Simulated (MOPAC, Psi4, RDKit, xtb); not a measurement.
Two geometries of SMILES B[SiH2]N, relaxed at B3LYP-D3(BJ)/def2-SVP with one dihedral held; other torsions can differ between them too.

Structure A

```
9

B     -1.6368    -0.3719    -0.1310
Si     0.1553     0.5444    -0.1343
N      1.5169    -0.5116     0.1955
H     -1.7766    -1.5695    -0.1782
H     -2.6400     0.3018    -0.0943
H      0.2631     1.3035    -1.4334
H      0.1660     1.5674     0.9609
H      1.9694    -0.9645    -0.5957
H      2.2454    -0.1011     0.7759
```

Structure B

```
9

B     -1.6051    -0.3614    -0.0697
Si     0.1884     0.5341    -0.2054
N      1.4646    -0.6448    -0.2353
H     -1.7289    -1.4879     0.3503
H     -2.6185     0.2369    -0.3388
H      0.3184     1.4152    -1.4074
H      0.2046     1.4821     0.9737
H      1.3415    -1.5293     0.2462
H      2.4433    -0.3808    -0.2805
```

Which is lower in energy at the level DF-MP2 (frozen core)/cc-pVTZ // B3LYP-D3(BJ)/def2-SVP in Psi4 1.11, and by how much?

B is lower, by 4.76 kJ/mol (dihedral B1–Si2–N3–H8: 90° in A, -30° in B).

E(B) − E(A) in kJ/mol at the other levels, on the same two geometries: B3LYP/def2-TZVP // B3LYP-D3(BJ)/def2-SVP (Psi4) -5.59; B3LYP-D3(BJ)/def2-TZVP // B3LYP-D3(BJ)/def2-SVP (Psi4) -5.88; PBE/def2-TZVP // B3LYP-D3(BJ)/def2-SVP (Psi4) -4.78; PBE-D3(BJ)/def2-TZVP // B3LYP-D3(BJ)/def2-SVP (Psi4) -4.95; HF/cc-pVTZ // B3LYP-D3(BJ)/def2-SVP (Psi4) -5.67; UFF // B3LYP-D3(BJ)/def2-SVP (RDKit) 16.65; PM6, restricted, heats of formation // B3LYP-D3(BJ)/def2-SVP (MOPAC) -11.89; PM3, restricted, heats of formation // B3LYP-D3(BJ)/def2-SVP (MOPAC) 2.12; GFN1-xTB // B3LYP-D3(BJ)/def2-SVP (xtb) -11.58.
